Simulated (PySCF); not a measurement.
**Spinor energies of Cs¹⁸⁺ (caesium, charge +18)**

Start: [Kr] 4d1; 4d5/2 filled at m_j = +5/2. Calculated with PySCF 2.14 in an even-tempered Gaussian basis (18 s from 1 bohr⁻², ratio 2.8; 14 p from 1.4 bohr⁻², ratio 2.8; 9 d from 1.4 bohr⁻², ratio 2.8; 4 f from 4.7 bohr⁻², ratio 3): generalised Hartree-Fock with the X2C-1e Hamiltonian and a Gaussian nucleus; one run each with spin-orbit coupling (SO) screened by Boettger's factors, then bare. This is a chosen level, not necessarily the ground level.

```csv
spinor shell,electrons,"ε, screened SO (eV)","ε, bare SO (eV)",weight of nominal j (bare SO),"rms radius, bare SO (bohr)"
1s1/2,2,-36622.1,-36621.8,1.000,0.0298
2s1/2,2,-6239.8,-6239.7,1.000,0.121
2p1/2,2,-5885.7,-5896.0,1.000,0.104
2p3/2,4,-5530.4,-5526.4,1.000,0.110
3s1/2,2,-1688.9,-1688.9,1.000,0.317
3p1/2,2,-1540.7,-1542.7,1.000,0.308
3p3/2,4,-1469.6,-1468.8,1.000,0.320
3d3/2,4,-1211.7,-1213.8,0.999,0.291
3d5/2,6,-1197.4,-1196.1,0.999,0.295
4s1/2,2,-644.79,-644.79,1.000,0.690
4p1/2,2,-581.68,-582.18,0.994,0.705
4p3/2,4,-565.47,-565.28,0.997,0.727
4d5/2,1,-473.33,-473.03,1.000,0.758
```

```tsv
quantity	screened SO	bare SO
E (hartree)	-7656.87510	-7657.09618
M_J	5/2	5/2
⟨J²⟩	8.753	8.753
⟨L²⟩	6.025	6.027
⟨S²⟩	0.772	0.775
```

Each row is a mean over spinors that exchange with the open shell spreads, by up to 9.618 eV (4p3/2).

Breit and QED terms are absent; they matter most for the inner s and p1/2 levels.

Densities and radii are taken from the X2C orbitals without a picture-change correction, which distorts them close to the nucleus.
